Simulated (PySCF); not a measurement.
H₄O₄Ti, SMILES [Ti]([OH])([OH])([OH])[OH] (connectivity only; charge and spin as stated), charge +1, multiplicity 2.

Geometry optimised at PBE-D3(BJ)/def2-SVP. The multiplicity is an assumed one; no other spin state was optimised. The isomer is the one that the SMILES or the coordinates give; other isomers of the formula were not compared. The values are those of a single conformer.

The numbers are results of PySCF with PBE-D3(BJ)/def2-SVP, not measurements.

Frequencies are harmonic and unscaled.

Problem. Estimate the vibrational spectrum. (Estimate from the structure and the level; the computed values follow.)

Solution. 
```json
[
 {"mode": "1", "ν (cm⁻¹)": "87", "IR (km/mol)": "3.5", "moving atoms (share of kinetic energy)": "O 71 %, H 21 %, Ti 8 %"},
 {"mode": "2", "ν (cm⁻¹)": "129", "IR (km/mol)": "0.8", "moving atoms (share of kinetic energy)": "O 54 %, Ti 29 %, H 18 %"},
 {"mode": "3", "ν (cm⁻¹)": "157", "IR (km/mol)": "4.1", "moving atoms (share of kinetic energy)": "O 80 %, H 19 %"},
 {"mode": "4", "ν (cm⁻¹)": "163", "IR (km/mol)": "170.9", "moving atoms (share of kinetic energy)": "H 72 %, O 20 %, Ti 8 %"},
 {"mode": "5", "ν (cm⁻¹)": "185", "IR (km/mol)": "30.9", "moving atoms (share of kinetic energy)": "O 71 %, Ti 16 %, H 13 %"},
 {"mode": "6", "ν (cm⁻¹)": "195", "IR (km/mol)": "23.2", "moving atoms (share of kinetic energy)": "O 51 %, H 39 %, Ti 9 %"},
 {"mode": "7", "ν (cm⁻¹)": "277", "IR (km/mol)": "97.9", "moving atoms (share of kinetic energy)": "H 72 %, O 25 %"},
 {"mode": "8", "ν (cm⁻¹)": "396", "IR (km/mol)": "0.4", "moving atoms (share of kinetic energy)": "H 83 %, O 17 %"},
 {"mode": "9", "ν (cm⁻¹)": "399", "IR (km/mol)": "168.0", "moving atoms (share of kinetic energy)": "H 77 %, O 21 %"},
 {"mode": "10", "ν (cm⁻¹)": "418", "IR (km/mol)": "18.3", "moving atoms (share of kinetic energy)": "H 47 %, O 44 %, Ti 9 %"},
 {"mode": "11", "ν (cm⁻¹)": "438", "IR (km/mol)": "156.9", "moving atoms (share of kinetic energy)": "H 79 %, O 20 %"},
 {"mode": "12", "ν (cm⁻¹)": "480", "IR (km/mol)": "348.4", "moving atoms (share of kinetic energy)": "H 82 %, O 18 %"},
 {"mode": "13", "ν (cm⁻¹)": "496", "IR (km/mol)": "115.9", "moving atoms (share of kinetic energy)": "H 66 %, O 34 %"},
 {"mode": "14", "ν (cm⁻¹)": "514", "IR (km/mol)": "16.5", "moving atoms (share of kinetic energy)": "H 60 %, O 24 %, Ti 16 %"},
 {"mode": "15", "ν (cm⁻¹)": "627", "IR (km/mol)": "14.5", "moving atoms (share of kinetic energy)": "O 62 %, Ti 19 %, H 19 %"},
 {"mode": "16", "ν (cm⁻¹)": "776", "IR (km/mol)": "16.1", "moving atoms (share of kinetic energy)": "O 76 %, Ti 17 %"},
 {"mode": "17", "ν (cm⁻¹)": "840", "IR (km/mol)": "116.6", "moving atoms (share of kinetic energy)": "O 58 %, Ti 35 %"},
 {"mode": "18", "ν (cm⁻¹)": "3618", "IR (km/mol)": "378.8", "moving atoms (share of kinetic energy)": "H 94 %"},
 {"mode": "19", "ν (cm⁻¹)": "3628", "IR (km/mol)": "542.0", "moving atoms (share of kinetic energy)": "H 94 %"},
 {"mode": "20", "ν (cm⁻¹)": "3696", "IR (km/mol)": "557.3", "moving atoms (share of kinetic energy)": "H 94 %"},
 {"mode": "21", "ν (cm⁻¹)": "3720", "IR (km/mol)": "488.0", "moving atoms (share of kinetic energy)": "H 94 %"}
]
```
